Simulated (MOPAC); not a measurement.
MOPAC input (PM6):

```
PM6 PRECISE GNORM=0.05 LET XYZ CHARGE=-1 GEO-OK AUX(PRECISION=9) THREADS=1
HF3NSi

N     1.55609700 1    0.33309800 1   -0.75361700 1
Si    0.13437200 1    0.01844000 1   -0.05658700 1
F    -0.61488300 1   -1.41739800 1   -0.29314300 1
F    -0.04113500 1    0.11298600 1    1.56798400 1
F    -1.02437600 1    1.04428000 1   -0.54290600 1
H     2.34965500 1   -0.24866200 1   -0.51987900 1
```

From the output:

```
                                                       MOPAC v23.2.5 Linux

          FINAL HEAT OF FORMATION =       -331.98058 KCAL/MOL =   -1389.00676 KJ/MOL

          COSMO AREA              =         99.90 SQUARE ANGSTROMS
          COSMO VOLUME            =         85.66 CUBIC ANGSTROMS

          GRADIENT NORM           =          0.04172          =       0.01703 PER ATOM
          IONIZATION POTENTIAL    =          5.289733 EV
          HOMO LUMO ENERGIES (EV) =         -5.290  5.971
          NO. OF FILLED LEVELS    =         16
          MOLECULAR WEIGHT        =        100.0953         POINT GROUP:  C3v

          MOLECULAR DIMENSIONS (Angstroms)

            Atom       Atom       Distance
            H     6    F     3     3.46199
            F     5    F     4     2.51200
            H     6    F     4     1.97497

          SCF CALCULATIONS        =         19

   ATOM   CHEMICAL          X               Y               Z
  NUMBER   SYMBOL      (ANGSTROMS)     (ANGSTROMS)     (ANGSTROMS)

     1       N          1.47766269  *   0.15257416  *  -0.58098295  *
     2      Si          0.10795951  *   0.00273886  *  -0.03554429  *
     3       F         -0.60000617  *  -1.40834721  *  -0.32803592  *
     4       F         -0.01829480  *   0.14327048  *   1.55890295  *
     5       F         -0.96881836  *   1.06400655  *  -0.57624911  *
     6       H          2.37651091  *   0.25076486  *  -0.93883371  *

                             CARTESIAN COORDINATES

   1    N        1.477662686     0.152574160    -0.580982954
   2   Si        0.107959511     0.002738856    -0.035544285
   3    F       -0.600006174    -1.408347213    -0.328035922
   4    F       -0.018294796     0.143270478     1.558902952
   5    F       -0.968818360     1.064006551    -0.576249106
   6    H        2.376510910     0.250764863    -0.938833709

           Empirical Formula: H N Si F3  =     6 atoms

      MOLECULAR POINT GROUP   :   C3v

                  EIGENVALUES
 -35.19484 -35.19454 -34.92208 -23.33714 -13.04144 -10.89915 -10.71330 -10.71265
 -10.10363 -10.10331 -10.05136 -10.05081  -9.63057  -9.43616  -5.28992  -5.28973
   5.97068   6.32391   6.32424   6.81999   8.37794   8.37800   9.54540   9.54570
   9.59201  12.85959

              NET ATOMIC CHARGES AND DIPOLE CONTRIBUTIONS

  ATOM NO.   TYPE          CHARGE      No. of ELECS.   s-Pop       p-Pop       d-Pop
    1          N          -0.400134        5.4001     1.47030     3.92983
    2         Si           0.082002        3.9180     0.77980     1.17468     1.96352
    3          F          -0.300060        7.3001     1.93511     5.36495
    4          F          -0.300064        7.3001     1.93511     5.36496
    5          F          -0.300103        7.3001     1.93512     5.36499
    6          H           0.218359        0.7816     0.78164
 DIPOLE           X         Y         Z       TOTAL
 POINT-CHG.     1.789     0.195    -0.712     1.936
 HYBRID        -1.374    -0.150     0.547     1.487
 SUM            0.415     0.045    -0.165     0.449

          ATOMIC ORBITAL ELECTRON POPULATIONS

     Atom    s        px        py        pz      x^2-y^2     xz        z^2       yz        xy
    1  N   1.47030   1.13750   1.41690   1.37543
    2 Si   0.77980   0.36507   0.40799   0.40162   0.32798   0.40285   0.43395   0.26466   0.53409
    3  F   1.93511   1.82354   1.66188   1.87954
    4  F   1.93511   1.89726   1.87943   1.58826
    5  F   1.93512   1.73930   1.76463   1.86106
    6  H   0.78164

 **********************
 *                    *
 * JOB ENDED NORMALLY *
 *                    *
 **********************

 == MOPAC DONE ==
```

The dipole moment of an ion depends on the origin.

The geometry given is a B3LYP-D3(BJ)/def2-TZVP minimum.
